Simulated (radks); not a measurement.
Results of a calculation; reference values are marked as such.
Problem. Species: Bi I. Configuration: [Hg] 6p3. Level of theory: scalar-relativistic Kohn-Sham, PBE, spin-polarised, spherical densities, point nucleus; open shells are filled with parallel spins first (spin-orbit coupling, left out, can overturn this in heavy ions); hard spherical wall at 3 bohr (a radial shooting solver on a logarithmic mesh with Libxc functionals). Some entries of the table are withheld. Estimate them.

| orbital | occ. | eigenvalue (hartree) | <1/r> (bohr^-1) |
|---|---|---|---|
| 1s up | 1 | -3331.937 | 103.4 |
| 1s down | 1 | -3331.932 | 103.4 |
| 2s up | 1 | -597.9997 | 24.28 |
| 2s down | 1 | -597.9977 | 24.28 |
| 2p up | 3 | -511.2858 | 21.22 |
| 2p down | 3 | -511.2823 | 21.22 |
| 3s up | 1 | -143.7632 | 8.995 |
| 3s down | 1 | -143.7603 | 8.995 |
| 3p up | 3 | -118.9973 | 8.109 |
| 3p down | 3 | -118.9940 | 8.109 |
| 3d up | 5 | -94.16224 | 7.603 |
| 3d down | 5 | -94.15917 | 7.603 |
| 4s up | 1 | -32.41263 | 3.879 |
| 4s down | 1 | -32.40765 | 3.879 |
| 4p up | 3 | -24.30238 | 3.478 |
| 4p down | 3 | -24.29710 | 3.479 |
| 4d up | 5 | -15.04391 | 3.129 |
| 4d down | 5 | -15.03789 | 3.130 |
| 5s up | 1 | -5.09011 | 1.639 |
| 5s down | 1 | -5.07564 | 1.638 |
| 4f up | 7 | -4.85076 | 2.741 |
| 4f down | 7 | -4.84382 | 2.742 |
| 5p up | 3 | -2.83311 | 1.397 |
| 5p down | 3 | -2.81930 | 1.398 |
| 5d up | 5 | -0.35559 | 1.047 |
| 5d down | 5 | -0.32535 | 1.060 |
| 6s up | 1 | 0.16233 | 0.7166 |
| 6s down | 1 | 0.25951 | 0.7258 |
| 6p up | 3 | 0.81093 | 0.6932 |
| 6p down | 0 | 0.92008 | 0.6966 |
| 5f up | 0 | 1.54505 | (1) |
| 5f down | 0 | 1.63056 | (2) |
| 6d up | 0 | (3) | (4) |
| 6d down | 0 | (5) | (6) |
| 7s up | 0 | 3.17607 | 0.8079 |
| 7s down | 0 | 3.23768 | 0.8041 |

Solution. 
(1) 5f up <1/r> (bohr^-1): 0.6706
(2) 5f down <1/r> (bohr^-1): 0.6841
(3) 6d up eigenvalue (hartree): 1.89554
(4) 6d up <1/r> (bohr^-1): 0.7596
(5) 6d down eigenvalue (hartree): 1.99577
(6) 6d down <1/r> (bohr^-1): 0.7489
